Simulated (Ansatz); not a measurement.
Species: sum formula HBO2F, charge 0, multiplicity 2. It need not be the lowest isomer of its formula. 
Coordinates optimised at B3LYP-D3(BJ)/def2-TZVP (Ansatz, a quantum-chemistry and plane-wave program):
SMILES: [O]B(O)F
```xyz
5

B     -0.0319     0.0105     0.0033
F     -0.1548     1.3308    -0.0402
O     -1.1504    -0.7531     0.1684
O      1.1926    -0.5604    -0.1157
H      1.2144    -1.5222    -0.0761
```
Charge 0, spin multiplicity 2.

Parts of the frozen-core correlation energy in 6-31G* (Ansatz, hartree). Frozen orbitals: 4; correlated occupied orbitals by spin: 12 and 11; virtual: 46 and 47. Open shells are spin-unrestricted. Spin-orbit coupling is left out. Non-relativistic.

```csv
term,value
reference (HF),-274.55121
MP2 opposite-spin,-0.40181
MP2 same-spin,-0.15114
CCSD correlation,-0.57377
(T),-0.01165
T1 diagnostic,0.016
largest doubles amplitude,0.028
<S^2> of the reference,0.756
```
